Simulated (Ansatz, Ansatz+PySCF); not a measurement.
```xyz
2

C     0.0000    0.0000    0.0000
F     0.0000    0.0000    1.2084
```

Basis set: def2-SVP (spherical functions). Left uncorrelated: 2 orbitals. Correlation on ROHF uses semicanonical orbitals with singles. Charge 0, multiplicity 2.

Computed with Ansatz (development build ahead of 0.2.0); each method stands on the lowest determinant of its kind that the runs found.

Problem. Give the atomization energy at this shape (free ground-state atoms in the same class of orbitals less the molecule, no zero-point energy) of doublet CF by UHF-CCSD(T), ROHF-MP2, ROHF, UHF.

Solution.

| method | atomization energy |
| --- | --- |
| UHF-CCSD(T) | 506.2 kJ/mol |
| ROHF-MP2 | 532.3 kJ/mol |
| ROHF | 340.1 kJ/mol |
| UHF | 331.4 kJ/mol |
